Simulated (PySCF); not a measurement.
Structure with atom numbers: `[F:1][B:2]([F:3])[C:4]1=[CH:5][C:6]/1=[CH:7]\[Cl:8]`. Hydrogens are named by the atom that carries them.

Geometry: PBE0-D3(BJ)/def2-SVP; GIAO shifts from PySCF, gas phase, non-relativistic, averaged over equivalent atoms.

At PBE0/6-31G* (120 basis functions, 17 s wall time on 1 thread of an Arm Neoverse V1, shared host):
```csv
atoms,δ (ppm)
F1/F3,-69.6
B2,16.5
C5,150.8
C4,125.3
C6,109.1
C7,83.7
Cl8,100.6
H(C5),8.78
H(C7),4.79
```

Shifts are taken against calculated references (same method and geometry level): CFCl3 for ¹⁹F (σ = 198.90 ppm); ¹¹B (σ = 112.25 ppm) vs BF3·OEt2; TMS for ¹³C (σ = 194.14 ppm), ¹H (σ = 31.96 ppm); ³⁵Cl (σ = 929.83 ppm) vs HCl.

Estimate the result of repeating the calculation with PBE0/aug-cc-pVDZ.

Answers


```
atoms  δ at PBE0/aug-cc-pVDZ  change
F1/F3                  -75.1    -5.5
   B2                   16.1    -0.4
   C5                  154.9    +4.1
   C4                  129.5    +4.2
   C6                  112.7    +3.6
   C7                   87.7    +4.0
  Cl8                  142.9   +42.3
H(C5)                   9.40   +0.62
H(C7)                   5.42   +0.63
```

Chemical shifts δ = σref − σ; ¹⁹F (σref 194.15) against CFCl3; ¹¹B (σref 110.17) against BF3·OEt2; ¹³C (σref 195.12) and ¹H (σref 31.39) against TMS; ³⁵Cl (σref 967.65) vs HCl, all at this level.

The largest change is at Cl8 (chlorine bonded to C). Cost: 206 basis functions, 39 s wall time on 1 thread of an Arm Neoverse V1, shared host. The order of the carbon signals is the same at both levels.

A carbon bonded to boron is broadened by the quadrupolar boron nucleus and is often missing from a measured spectrum. Carbons that carry Cl, above all several Cl atoms, come out too deshielded, partly because spin–orbit coupling is missing. Unscaled 19F shifts against computed CFCl3 carry errors that often reach 10 to 50 ppm.
